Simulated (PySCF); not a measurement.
## A small calculation by hand: oscillator strength and radiative lifetime

C₂H₁₀OSi₃, SMILES O=CC[SiH2][SiH2][SiH3].

Coordinates come from a B3LYP-D3(BJ)/def2-SVP optimisation. The structure was generated by enumeration, and PubChem lists no compound with its InChIKey, so it may never have been made. The values are those of a single conformer.

TDA-PBE/def2-SVPD in PySCF puts the first singlet state with f over 0.02 at 5.10 eV (vertical), with the transition dipole (0.465, -0.208, 0.056) in atomic units.

**Question.** Find the oscillator strength, the wavelength and the radiative lifetime that this transition would have in vacuum if emission retraced absorption.

**Answer.** 
|μ|² = 0.2626 au, so |μ| = 1.30 D. ΔE = 5.10/27.211 = 0.1874 hartree. f = (2/3) ΔE |μ|² = 0.033 (the program prints 0.033).
λ = 1239.84/5.10 = 243 nm; ν = 41134 cm⁻¹.
Einstein's coefficient A = 0.6670 ν² f s⁻¹ (ν in cm⁻¹) = 3.7e7 s⁻¹, so τ = 1/A = 27 ns. This state is S4; the lower singlets have f = 0.012, 0.004, 0.004. The figure is the radiative limit of this one transition; relaxation, internal conversion, crossing to triplets and a medium change what is measured.
